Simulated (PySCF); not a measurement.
Isomers of C9H12FN, mass 153.095 u with the commonest isotopes. Level of theory: PBE0/pcSseg-1 in PySCF (dipole) on a GFN2-xTB geometry, gas phase. One conformer each, none proved a minimum here; rigid rotors.

Question: Order these by rotational constant A, largest first.
A. `[CH3:1][C@@H:2]([F:3])[C@@H:4]([CH3:5])[c:6]1[cH:7][cH:8][cH:9][cH:10][n:11]1` with C1–C2–C4–C5 -179°, C2–C4–C6–C7 -64°
B. `[CH3:1][CH2:2][N:3]([CH3:4])[c:5]1[cH:6][cH:7][cH:8][c:9]([F:10])[cH:11]1` with C1–C2–N3–C4 -83°, C2–N3–C5–C6 7°
C. `N#C[C@@H]1C[C@H]2CC[C@@H]1[C@@H](F)C2`
D. `N#C[C@H]1[C@@H]2CC[C@H]1C[C@@H](F)C2`

Answer: B (2125 MHz), A (1901 MHz), C (1780 MHz), D (1740 MHz).

Question: Order these by radius of gyration √(Σ m r²/M), largest first.
A. `[CH3:1][CH2:2][N:3]([CH3:4])[c:5]1[cH:6][cH:7][cH:8][c:9]([F:10])[cH:11]1` with C1–C2–N3–C4 -83°, C2–N3–C5–C6 7°
B. `[CH3:1][C@@H:2]([F:3])[C@@H:4]([CH3:5])[c:6]1[cH:7][cH:8][cH:9][cH:10][n:11]1` with C1–C2–C4–C5 -179°, C2–C4–C6–C7 -64°
C. `N#C[C@H]1[C@@H]2CC[C@H]1C[C@@H](F)C2`

Answer: A (2.465 Å), B (2.282 Å), C (2.061 Å).

Question: Order these by out-of-plane moment Σ m c² = (Ia + Ib − Ic)/2, largest first.
A. `[CH3:1][CH2:2][N:3]([CH3:4])[c:5]1[cH:6][cH:7][cH:8][c:9]([F:10])[cH:11]1` with C1–C2–N3–C4 -83°, C2–N3–C5–C6 7°
B. `[CH3:1][C@@H:2]([F:3])[C@@H:4]([CH3:5])[c:6]1[cH:7][cH:8][cH:9][cH:10][n:11]1` with C1–C2–C4–C5 -179°, C2–C4–C6–C7 -64°
C. `C1[C@@H](C#N)[C@@H]2CC[C@H]1C[C@@H]2F`
D. `N#C[C@H]1[C@@H]2CC[C@H]1C[C@@H](F)C2`

Answer: B (129.98 u·Å²), D (114.89 u·Å²), C (107.57 u·Å²), A (26.66 u·Å²).

```json
{"SMILES": "C[C@@H](F)[C@@H](C)c1ccccn1", "point group": "C1", "Ia (u·Å²)": "265.90", "Ib (u·Å²)": "661.40", "Ic (u·Å²)": "667.34", "κ": "-0.99", "μa (D)": "0.55", "μb (D)": "0.07", "μc (D)": "0.26"}
{"SMILES": "CCN(C)c1cccc(F)c1", "point group": "C1", "Ia (u·Å²)": "237.82", "Ib (u·Å²)": "719.22", "Ic (u·Å²)": "903.73", "κ": "-0.82", "μa (D)": "3.46", "μb (D)": "0.14", "μc (D)": "0.07"}
{"SMILES": "N#C[C@H]1[C@@H]2CC[C@H]1C[C@@H](F)C2", "point group": "Cs", "Ia (u·Å²)": "290.53", "Ib (u·Å²)": "474.94", "Ic (u·Å²)": "535.68", "κ": "-0.70", "μa (D)": "1.88", "μb (D)": "1.91", "μc (D)": "0.00"}
{"SMILES": "N#C[C@@H]1C[C@H]2CC[C@@H]1[C@@H](F)C2", "point group": "C1", "Ia (u·Å²)": "283.88", "Ib (u·Å²)": "477.80", "Ic (u·Å²)": "546.54", "κ": "-0.69", "μa (D)": "5.88", "μb (D)": "0.99", "μc (D)": "0.56"}
```
